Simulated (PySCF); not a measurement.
**How well do the runs reproduce experiment for C3H10Si?**

**The experiment to reproduce.**

NIST CCCBDB Release 22 (SRD 101), experimental dipoles lists, for the gas: dipole moment (microwave Stark effect) 0.525 D.

The results are set against them at the end.

Compound: C₃H₁₀Si.
SMILES with atom numbers: `[CH3:1][SiH:2]([CH3:3])[CH3:4]` (hydrogens: H5, H6, H7 on C1; H8 on Si2; H9, H10, H11 on C3; H12, H13, H14 on C4)

Cartesian coordinates in Å at the GFN2-xTB level; atoms count from 1:
```xyz
14
C3H10Si angstrom
C      0.1787    1.7173   -0.5116
Si    -0.1216    0.1246    0.4870
C     -1.5564   -0.8565   -0.2894
C      1.4556   -0.9411    0.4797
H     -0.7039    2.3500   -0.5187
H      0.4329    1.4999   -1.5456
H      0.9938    2.2981   -0.0902
H     -0.4650    0.4785    1.8775
H     -1.7517   -1.7713    0.2625
H     -1.3402   -1.1353   -1.3172
H     -2.4741   -0.2759   -0.2952
H      1.7454   -1.2209   -0.5295
H      2.2918   -0.4099    0.9244
H      1.3139   -1.8580    1.0441
```

The PySCF runs (gas phase, on this GFN2-xTB geometry; no spin–orbit coupling):

| level | job | basis functions | wall time |
| --- | --- | --- | --- |
| CAM-B3LYP/def2-SVPD | 8 singlets by full TDDFT, 3 Tamm–Dancoff triplets, polarisability | 164 | 17 s |

Hardware: an Arm Neoverse V2 with one thread, no GPU (shared host).

## Comparison

**Dipole moment.** Measured: 0.525 D (NIST CCCBDB Release 22 (SRD 101), experimental dipoles).

```csv
level,computed (D),computed − measured (D),% (from the printed values)
CAM-B3LYP/def2-SVPD,0.421,-0.104,-20
```

The computed dipoles belong to one fixed geometry; measured ones are averaged over vibrations unless marked μe. Magnitudes are compared, not signs.

The geometry is computed, not the measured one. Where a level misses, the cause wasn't examined.
